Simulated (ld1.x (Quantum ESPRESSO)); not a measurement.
## Ge: TM pseudisation with PBE, scalar-relativistic reference atom.

Input for ld1.x (Quantum ESPRESSO) 7.5:

```
&input
   title='Ge', zed=32., rel=1, dft='PBE', iswitch=3,
   config='[Ar] 3d10 4s2 4p0',
   nld=3, rlderiv=1.85, eminld=-12.0, emaxld=5.0, deld=0.04
 /
 &inputp
   pseudotype=2, tm=.true., lloc=2,
   nlcc=.true., rcore=0.50,
   file_pseudopw='Ge.UPF', file_wfcaegen='ae.wfc', file_wfcncgen='nc.wfc', file_beta='beta', file_chi='chi'
 /
3
4S  1  0   2.00   0.00  1.70  1.70  0.0
3P  2  1   6.00   0.00  0.65  0.65  0.0
3D  3  2  10.00   0.00  1.00  1.00  0.0
 &test
   configts(1)='3p6 3d10 4s2 4p0'
 /
```

Command:

```bash
ld1.x < Ge.in > Ge.out
```

Output (shortened: banner, matrices, multipoles, cross overlaps and the repeated all-electron block are left out):

```
Program LD1 v.7.5
     --------------------------- All-electron run ----------------------------

     Ge
     scalar relativistic calculation

     atomic number is 32.00
     dft =PBE   lsd =0 sic =0 latt =0  beta=0.20 tr2=1.0E-14
     Exchange-correlation= PBE
                           (   1   4   3   4   0   0   0)
     mesh =1207 r(mesh) = 100.41023 a.u. xmin = -7.00 dx = 0.01250
     1 Ry =  13.60569312 eV, c = 137.03599908

     n l     nl                  e(Ry)          e(Ha)          e(eV)
     1 0     1S 1( 2.00)      -807.1191      -403.5596    -10981.4155
     2 0     2S 1( 2.00)      -102.2947       -51.1473     -1391.7899
     2 1     2P 1( 6.00)       -89.5755       -44.7878     -1218.7370
     3 0     3S 1( 2.00)       -13.8503        -6.9251      -188.4427
     3 1     3P 1( 6.00)        -9.9644        -4.9822      -135.5722
     3 2     3D 1(10.00)        -3.6157        -1.8078       -49.1941
     4 0     4S 1( 2.00)        -2.1498        -1.0749       -29.2490
     4 1     4P 1( 0.00)        -1.4557        -0.7279       -19.8060

     final scf error:  5.5E-15 reached in  37 iterations

     Etot =   -4195.988126 Ry,   -2097.994063 Ha,  -57089.326796 eV

     Ekin =    4272.100700 Ry,    2136.050350 Ha,   58124.891112 eV
     Encl =  -10069.298069 Ry,   -5034.649034 Ha, -136999.779490 eV
     Eh   =    1759.247521 Ry,     879.623760 Ha,   23935.781897 eV
     Exc  =    -158.038278 Ry,     -79.019139 Ha,   -2150.220315 eV

     normalization and overlap integrals

     s(1S/1S) =  1.000000  <r> =   0.0470  <r2> =    0.0030  r(max) =   0.0309
     s(2S/2S) =  1.000000  <r> =   0.2100  <r2> =    0.0520  r(max) =   0.1754
     s(2P/2P) =  1.000000  <r> =   0.1837  <r2> =    0.0414  r(max) =   0.1418
     s(3S/3S) =  1.000000  <r> =   0.6242  <r2> =    0.4494  r(max) =   0.5402
     s(3P/3P) =  1.000000  <r> =   0.6469  <r2> =    0.4926  r(max) =   0.5402
     s(3D/3D) =  1.000000  <r> =   0.7316  <r2> =    0.6832  r(max) =   0.5012
     s(4S/4S) =  1.000000  <r> =   1.9415  <r2> =    4.2902  r(max) =   1.6641
     s(4P/4P) =  1.000000  <r> =   2.3327  <r2> =    6.2352  r(max) =   1.9823

     ------------------------ End of All-electron run ------------------------

     --------------------- Generating NC pseudopotential ---------------------

      Generating local pot.: lloc=2, matching radius rcloc =   1.0000

      Computing core charge for nlcc:

       r > 0.50 : true rho core
       r < 0.50 : rho core = a sin(br)/r    a=  10.83  b=   4.31

      Integrated core pseudo-charge :   2.62

      Wfc   4S  rcut= 1.706  Using Troullier-Martins method

      Wfc   3P  rcut= 0.644  Using Troullier-Martins method

     ------------------- End of pseudopotential generation -------------------

     Computing logarithmic derivative in   1.85064
     Computing logarithmic derivative in   1.85064
     Computing the partial wave expansion
     R is outside the sphere for l=    0 j= 0.00
     R is outside the sphere for l=    1 j= 0.00
       no projector for channel:   2

     ---------------------- Testing the pseudopotential ----------------------

     Ge
     scalar relativistic calculation

     atomic number is 32.00   valence charge is 20.00
     dft =PBE   lsd =0 sic =0 latt =0  beta=0.20 tr2=1.0E-14
     mesh =1207 r(mesh) = 100.41023 xmin = -7.00 dx = 0.01250

     n l     nl             e AE (Ry)        e PS (Ry)    De AE-PS (Ry)
     2 1     3P   1( 6.00)       -9.96437       -9.96477        0.00040
     3 2     3D   1(10.00)       -3.61570       -3.61573        0.00003
     1 0     4S   1( 2.00)       -2.14976       -2.14977        0.00001
     3 1     4P   1( 0.00)       -1.45571       -1.43231       -0.02340  !

     eps = 9.3E-15  iter = 20

     Etot =   -4195.988126 Ry,   -2097.994063 Ha,  -57089.326796 eV
     Etotps =  -462.491225 Ry,    -231.245612 Ha,   -6292.513679 eV

     Ekin =     329.208014 Ry,     164.604007 Ha,    4479.103205 eV
     Encl =   -1161.173567 Ry,    -580.586783 Ha,  -15798.571210 eV
     Ehrt =     367.686117 Ry,     183.843058 Ha,    5002.624468 eV
     Ecxc =     -50.575651 Ry,     -25.287826 Ha,    -688.116788 eV
     (Ecc =      -4.582275 Ry,      -2.291137 Ha,     -62.345026 eV)
     Epseu=      52.363863 Ry,      26.181931 Ha,     712.446646 eV

     ---------------------- End of pseudopotential test ----------------------
```

Note: ghost state, extra bound levels that the all-electron valence spectrum of the same l lacks: s at -532.3 eV. A true bound ghost makes a file unfit for plane-wave use.

Generation and configuration tests took about 3.3 s on one core of a shared server CPU.

Transferability test of the new file with ld1.x, input:

```
&input
   title='Ge', zed=32., rel=1, dft='PBE', iswitch=2,
   config='[Ar] 3d10 4s2 4p0'
 /
 &test
   file_pseudo='Ge.UPF', nconf=8,
   configts(1)='3p6 3d10 4s2 4p0',
   configts(2)='3p6 3d10 4s2 4p2',
   configts(3)='3p6 3d10 4s2 4p1',
   configts(4)='3p6 3d10 4s1 4p0',
   configts(5)='3p6 3d10 4s0 4p0',
   configts(6)='3p6 3d10 4s1 4p2',
   configts(7)='3p5 3d10 4s2 4p2',
   configts(8)='3p6 3d10 4s0 4p4'
 /
```

```bash
ld1.x < Ge.test.in > Ge.test.out
```

Pseudopotential blocks of its output, shortened (energy terms left out):

```
     ---------------------- Testing the pseudopotential ----------------------

     n l     nl             e AE (Ry)        e PS (Ry)    De AE-PS (Ry)
     2 1     3P   1( 6.00)       -9.96437       -9.96477        0.00040
     3 2     3D   1(10.00)       -3.61570       -3.61573        0.00003
     1 0     4S   1( 2.00)       -2.14976       -2.14977        0.00001
     3 1     4P   1( 0.00)       -1.45571       -1.43231       -0.02340  !

     eps = 9.3E-15  iter = 20

     Etot =   -4195.988126 Ry,   -2097.994063 Ha,  -57089.326796 eV
     Etotps =  -462.491225 Ry,    -231.245612 Ha,   -6292.513679 eV

     ---------------------- End of pseudopotential test ----------------------

          ---------------------- Testing the pseudopotential ----------------------

     n l     nl             e AE (Ry)        e PS (Ry)    De AE-PS (Ry)
     2 1     3P   1( 6.00)       -8.49795       -8.51814        0.02019  !
     3 2     3D   1(10.00)       -2.15431       -2.17353        0.01922  !
     1 0     4S   1( 2.00)       -0.86222       -0.87469        0.01246  !
     3 1     4P   1( 2.00)       -0.28630       -0.28138       -0.00491

     eps = 6.5E-15  iter = 23

     Etot =   -4197.669992 Ry,   -2098.834996 Ha,  -57112.209742 eV
     Etotps =  -464.146674 Ry,    -232.073337 Ha,   -6315.037207 eV
     dEtot_ae =      -1.681865 Ry
     dEtot_ps =      -1.655449 Ry,   Delta E=      -0.026417 Ry

     ---------------------- End of pseudopotential test ----------------------

          ---------------------- Testing the pseudopotential ----------------------

     n l     nl             e AE (Ry)        e PS (Ry)    De AE-PS (Ry)
     2 1     3P   1( 6.00)       -9.16139       -9.17328        0.01189  !
     3 2     3D   1(10.00)       -2.81637       -2.82741        0.01104  !
     1 0     4S   1( 2.00)       -1.45956       -1.46643        0.00687  !
     3 1     4P   1( 1.00)       -0.82628       -0.81337       -0.01291  !

     eps = 4.6E-15  iter = 23

     Etot =   -4197.122869 Ry,   -2098.561434 Ha,  -57104.765750 eV
     Etotps =  -463.608218 Ry,    -231.804109 Ha,   -6307.711141 eV
     dEtot_ae =      -1.134742 Ry
     dEtot_ps =      -1.116993 Ry,   Delta E=      -0.017749 Ry

     ---------------------- End of pseudopotential test ----------------------

          ---------------------- Testing the pseudopotential ----------------------

     n l     nl             e AE (Ry)        e PS (Ry)    De AE-PS (Ry)
     2 1     3P   1( 6.00)      -10.99652      -10.98311       -0.01341  !
     3 2     3D   1(10.00)       -4.63739       -4.62619       -0.01120  !
     1 0     4S   1( 1.00)       -2.97339       -2.97418        0.00078
     3 1     4P   1( 0.00)       -2.20993       -2.17857       -0.03136  !

     eps = 2.9E-15  iter = 18

     Etot =   -4193.431031 Ry,   -2096.715516 Ha,  -57054.535744 eV
     Etotps =  -459.933636 Ry,    -229.966818 Ha,   -6257.715904 eV
     dEtot_ae =       2.557095 Ry
     dEtot_ps =       2.557589 Ry,   Delta E=      -0.000494 Ry

     ---------------------- End of pseudopotential test ----------------------

          ---------------------- Testing the pseudopotential ----------------------

     n l     nl             e AE (Ry)        e PS (Ry)    De AE-PS (Ry)
     2 1     3P   1( 6.00)      -12.10813      -12.08269       -0.02544  !
     3 2     3D   1(10.00)       -5.73553       -5.71504       -0.02048  !
     1 0     4S   1( 0.00)       -3.84393       -3.84907        0.00514  !
     3 1     4P   1( 0.00)       -3.00875       -2.96940       -0.03935  !

     eps = 7.3E-15  iter = 18

     Etot =   -4190.024885 Ry,   -2095.012443 Ha,  -57008.192764 eV
     Etotps =  -456.524658 Ry,    -228.262329 Ha,   -6211.334397 eV
     dEtot_ae =       5.963241 Ry
     dEtot_ps =       5.966567 Ry,   Delta E=      -0.003326 Ry

     ---------------------- End of pseudopotential test ----------------------

          ---------------------- Testing the pseudopotential ----------------------

     n l     nl             e AE (Ry)        e PS (Ry)    De AE-PS (Ry)
     2 1     3P   1( 6.00)       -9.29256       -9.30409        0.01153  !
     3 2     3D   1(10.00)       -2.94373       -2.95603        0.01230  !
     1 0     4S   1( 1.00)       -1.53157       -1.54487        0.01329  !
     3 1     4P   1( 2.00)       -0.88375       -0.87386       -0.00989  !

     eps = 4.6E-15  iter = 23

     Etot =   -4196.482228 Ry,   -2098.241114 Ha,  -57096.049396 eV
     Etotps =  -462.946060 Ry,    -231.473030 Ha,   -6298.702019 eV
     dEtot_ae =      -0.494102 Ry
     dEtot_ps =      -0.454835 Ry,   Delta E=      -0.039267 Ry

     ---------------------- End of pseudopotential test ----------------------

          ---------------------- Testing the pseudopotential ----------------------

     n l     nl             e AE (Ry)        e PS (Ry)    De AE-PS (Ry)
     2 1     3P   1( 5.00)      -10.02625      -10.07375        0.04751  !
     3 2     3D   1(10.00)       -3.62134       -3.66643        0.04509  !
     1 0     4S   1( 2.00)       -1.67628       -1.67868        0.00240
     3 1     4P   1( 2.00)       -0.97088       -0.95661       -0.01427  !

     eps = 6.5E-15  iter = 26

     Etot =   -4188.432515 Ry,   -2094.216257 Ha,  -56986.527461 eV
     Etotps =  -454.871307 Ry,    -227.435654 Ha,   -6188.839418 eV
     dEtot_ae =       7.555612 Ry
     dEtot_ps =       7.619918 Ry,   Delta E=      -0.064306 Ry

     ---------------------- End of pseudopotential test ----------------------

          ---------------------- Testing the pseudopotential ----------------------

     n l     nl             e AE (Ry)        e PS (Ry)    De AE-PS (Ry)
     2 1     3P   1( 6.00)       -8.75205       -8.76986        0.01781  !
     3 2     3D   1(10.00)       -2.40106       -2.42096        0.01990  !
     1 0     4S   1( 0.00)       -0.99555       -1.01840        0.02285  !
     3 1     4P   1( 4.00)       -0.38263       -0.38112       -0.00151

     eps = 6.3E-15  iter = 23

     Etot =   -4196.479660 Ry,   -2098.239830 Ha,  -57096.014458 eV
     Etotps =  -462.914580 Ry,    -231.457290 Ha,   -6298.273713 eV
     dEtot_ae =      -0.491534 Ry
     dEtot_ps =      -0.423355 Ry,   Delta E=      -0.068179 Ry

     ---------------------- End of pseudopotential test ----------------------
```
